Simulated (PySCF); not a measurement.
Excitations are Tamm–Dancoff values on a coarser integration grid. The basis has no diffuse functions, so Rydberg states are missing or too high.

Z-matrix (Å, degrees):
```
C
C 1 1.3256
O 1 1.3466 2 127.91
H 2 1.0790 1 118.83 3 -180.00
H 2 1.0791 4 117.66 1 -180.00
H 1 1.0826 2 121.98 4 0.00
C 3 1.4107 1 116.98 6 -180.00
H 7 1.0863 3 106.54 1 -180.00
H 7 1.0930 8 109.65 3 -120.14
H 7 1.0930 8 109.65 9 -119.73
```
Charge 0, multiplicity 1.

Question: Estimate the LUMO, S1 oscillator strength and T1 excitation (TDA) that CAM-B3LYP-D3(BJ)/def2-TZVP (PySCF) returns for this input.

Answer: 
```
Quantity                 Result
----------------------  -------
LUMO                    2.05 eV
S1 oscillator strength    0.054
T1 excitation (TDA)     4.51 eV
```
